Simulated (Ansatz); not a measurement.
`F[SiH]([AlH2])[GeH3]` and `F[SiH](F)[AlH2]` differ in one atom or group.

Ansatz, PBE0-D4/def2-TZVP geometries, multiplicity 1. 

Scalar relativity is left out up to krypton.

```
                                          property  `F[SiH]([AlH2])[GeH3]`
             LUMO energy (ωB97M-V/def2-TZVPP) / eV                   -0.70
                 HOMO energy (PBE/def2-TZVPP) / eV                   -6.30
               HOMO energy (B3LYP/def2-TZVPP) / eV                   -7.18
    zero-point energy (PBE0-D4/def2-TZVP) / kJ/mol                   126.7
    size of the dipole moment (PBE/def2-TZVPP) / D                    1.04
size of the dipole moment (ωB97M-V/def2-TZVPP) / D                    1.17
```

Q: What does the change do to each property? (An estimate is asked.)

A: Computed: 
```csv
property,`F[SiH](F)[AlH2]`,shift
LUMO energy (ωB97M-V/def2-TZVPP) / eV,-0.85,-0.15
HOMO energy (PBE/def2-TZVPP) / eV,-6.64,-0.34
HOMO energy (B3LYP/def2-TZVPP) / eV,-7.66,-0.48
zero-point energy (PBE0-D4/def2-TZVP) / kJ/mol,73.3,-53.4
size of the dipole moment (PBE/def2-TZVPP) / D,1.67,0.63
size of the dipole moment (ωB97M-V/def2-TZVPP) / D,1.85,0.68
```

With PBE0 the HOMO falls by 0.48 eV and the LUMO falls by 0.19 eV, so the gap widens by about 0.29 eV. PBE moves the HOMO by -0.34 eV and ωB97M-V by -0.56 eV. The zero-point energy changes by -53.4 kJ/mol with -9 modes. Dipoles are sizes alone; their direction can turn.

B3LYP here is the variant with VWN-RPA as its local correlation; programs differ in this.
